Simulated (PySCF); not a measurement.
Al(Me)(F)2 anion (CH3AlF2), SMILES [CH3][Al]([F])[F] (connectivity only; charge and spin as stated), charge -1, multiplicity 2.

Geometry: PBE-D3(BJ)/def2-SVPD. The multiplicity is an assumed one; other spin states were not compared. The isomer is the one that the SMILES or the coordinates give; other isomers of the formula were not compared.

All values below come from PBE-D3(BJ)/def2-SVPD in PySCF 2.14.0.

Frequencies are harmonic and unscaled.

Question: List the normal modes with their intensities. (Estimate from the structure and the level; the computed values follow.)

Answer: 
| mode | ν (cm⁻¹) | IR (km/mol) | moving atoms (share of kinetic energy) |
|---|---|---|---|
| 1 | 106 | 0.0 | H 96 % |
| 2 | 156 | 0.0 | F 44 %, H 23 %, C 23 %, Al 11 % |
| 3 | 198 | 3.2 | F 61 %, Al 16 %, C 14 %, H 9 % |
| 4 | 239 | 13.5 | F 46 %, Al 38 %, H 13 % |
| 5 | 517 | 30.2 | C 42 %, F 23 %, Al 20 %, H 15 % |
| 6 | 597 | 64.7 | H 67 %, C 18 %, Al 10 % |
| 7 | 601 | 4.0 | H 67 %, C 18 %, F 14 % |
| 8 | 641 | 93.8 | Al 43 %, F 42 % |
| 9 | 695 | 103.2 | Al 48 %, F 40 %, H 9 % |
| 10 | 1093 | 18.4 | H 79 %, C 21 % |
| 11 | 1357 | 5.5 | H 95 % |
| 12 | 1365 | 0.4 | H 95 % |
| 13 | 2911 | 90.0 | H 97 % |
| 14 | 3006 | 44.9 | H 91 %, C 9 % |
| 15 | 3028 | 28.2 | H 91 %, C 9 % |
